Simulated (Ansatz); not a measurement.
Gas-phase electronic energies from Ansatz, PBE0-D4/def2-TZVP geometries. CBS: MP2 limit from def2 TZ/QZ plus the TZ coupled-cluster correction, frozen cores. For Ge outer-core shells are correlated without core-valence functions, which leaves a few kJ/mol of doubt a bond. Scalar relativity is left out up to krypton. Each species was taken in one conformer, which may not be the lowest.

Reaction (isomerisation): `C[BH][GeH2][F]` → `[BH2][GeH]([CH3])[F]`

`C[BH][GeH2][F]`:

Z-matrix (Å, degrees):
```
C
B 1 1.548
H 1 1.091 2 117.0
H 1 1.104 2 103.7 3 117.2
H 1 1.093 2 113.4 3 -129.6
Ge 2 2.063 1 121.8 3 -17.0
H 2 1.197 1 119.9 3 165.8
F 6 1.753 2 110.1 1 -173.2
H 6 1.543 2 114.5 1 -55.6
H 6 1.544 2 113.5 1 69.6
```

`[BH2][GeH]([CH3])[F]`:

Cartesian coordinates in Å:
```
B 1.258 -0.823 1.203
Ge 0.478 0.445 -0.215
C -1.372 0.092 -0.717
F 0.469 2.082 0.423
H 1.615 -0.426 2.269
H 1.357 -1.989 0.960
H 1.371 0.532 -1.475
H -1.707 0.863 -1.412
H -2.014 0.107 0.164
H -1.454 -0.883 -1.200
```

```tsv
level	ΔE (kJ/mol)
MP2/def2-TZVPP	10.8
CCSD/def2-TZVPP	11.9
```

**Question.** What does CCSD(T)/CBS give? (Estimate.)

**Answer.** Computed: +13.0 kJ/mol. The listed levels differ from it by -2.2, -1.1 kJ/mol.

Largest T1 diagnostic among the species: 0.012.
